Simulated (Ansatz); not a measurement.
Isomers of Cu$_{2}$Te⁻ (doublet), relaxed with PBE0-D4/def2-TZVPD; total energies from Ansatz at B2PLYP/def2-TZVPD.

```csv
isomer,description,energy (Eh)
A,point group C∞v; 1 × Cu–Cu 2.37 Å; 1 × Cu–Te 2.46 Å,-3548.39671
B,point group C2v; 2 × Cu–Te 2.49 Å,-3548.40920
```

In the def2 sets Te takes a core potential; there is no spin–orbit coupling. Correlated methods freeze 22 core orbitals; core or outer-core shells of Te are correlated, in sets that lack core-valence functions.

The isomers come from a short search, and lower ones may exist.

Problem. Work out the relative energies (1 Eh = 2625.5 kJ/mol) and the Boltzmann populations at 500 K from electronic energies alone (R = 8.314 J/mol/K).

Solution. ΔE: A 32.8, B 0.0 kJ/mol. RT = 4.16 kJ/mol. Factors exp(−ΔE/RT): A 0.000376, B 1; sum 1.000. Populations: A 0.0 %, B 100.0 %. Zero-point energy, vibrational entropy and symmetry numbers are left out and can shift these; an error of 4 kJ/mol changes a ratio by a factor of 2.6. Over the other density-functional and correlated levels in def2 sets, the gap between B and A ranges from 29 to 59 kJ/mol.
